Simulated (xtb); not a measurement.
Te(OSiH3)2 (H6O2Si2Te), SMILES [SiH3]O[Te]O[SiH3]. All values are semi-empirical tight-binding results from xtb (GFN2-xTB unless named), good for trends rather than for accurate numbers. Geometry optimised at GFN2-xTB. The structure was generated by enumeration, and PubChem lists no compound with its InChIKey, so it may never have been made. The values are those of a single conformer.

Task: Estimate the properties. (An estimate is asked for; the answer gives what the named calculation found.)

Result: 
| Property | Result |
|---|---|
| orbital gap | 3.08 eV |
| zero-point energy | 34.5 kcal/mol |
| G − E(el) at 298.15 K (modified RRHO) | 11.5 kcal/mol |
| static polarisability (D4 model) | 107.7 bohr³ |
| solvation energy, GFN2-xTB/ALPB(water) | -0.9 kcal/mol |
| solvation energy, GFN2-xTB/ALPB(toluene) | -3.9 kcal/mol |
